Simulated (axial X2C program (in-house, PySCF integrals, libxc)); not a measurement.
# Working with the constants of SrSe⁺

A bond curve at the CCSD(T) level, with spin–orbit coupling, was computed with an axial X2C code built on PySCF integrals (basis Sr dyall-cv3z [13s12p8d5f1g], Se dyall-cv3z [8s9p6d4f1g] (cores contracted in-house)) for the state Ω = 3/2 (⟨Sz⟩ = 0.50, ⟨Lz⟩ = 1.00 at HF). Its fit gives Re = 2.7524 Å, ωe = 232.4 cm⁻¹, ωexe = 0.464 cm⁻¹ and αe = 1.488e-04 cm⁻¹; the masses are 87.9056 and 79.9165 u. Two-component means X2C with spin–orbit coupling and atomic mean-field Coulomb and Gaunt terms.

Correlated methods: 15 electrons correlated (number of frozen shells: Sr 3 s, 2 p, 1 d; Se 3 s, 2 p, 1 d), 279 virtual spin orbitals or spinors in MP2, 90 natural virtuals in coupled cluster.

Find the reduced mass, Be and the force constant.

From the CCSD(T) values: μ = 41.8604 u. Be = 16.8576/(μ Re²) = 0.05316 cm⁻¹. k = 5.8918×10⁻⁷ μ ωe² = 1.33 mdyn/Å.

A Morse curve ties αe to the other constants (Pekeris). How well does that hold?

αe(Morse) = 6Be²/ωe × (√(ωexe/Be) − 1) = 1.426e-04 cm⁻¹; the CCSD(T) curve gives 1.488e-04 cm⁻¹, a ratio of 0.96.

Estimate the centrifugal constant by the Kratzer relation.

D = 4Be³/ωe² = 1.11e-08 cm⁻¹.

Estimate De from a Morse curve and compare with the computed well depth of 2.165 eV to Sr+ + Se.

De(Morse) = ωe²/(4ωexe) = 3.608 eV against 2.165 eV computed, a ratio of 1.67. The extrapolation overshoots: the well softens faster than a Morse curve, or the lowest atomic limit lies below the one to which the curve heads.

Where do the fundamental and the first overtone lie?

ν(1←0) = ωe − 2ωexe = 231.5 cm⁻¹; ν(2←0) = 2ωe − 6ωexe = 462.0 cm⁻¹.

The state is one determinant whose occupation by symmetry is held fixed; it was picked as the lowest of a PBE0 search that is not exhaustive. Dissociation energies refer to the lowest single-determinant-based atoms at the same level and basis. Coupled cluster ran in a truncated set of natural virtual spinors; the MP2 energy of the rest was added. (T) has no such correction and the atoms are truncated less, which lowers De at CCSD(T) by a hundredth of an eV or more.
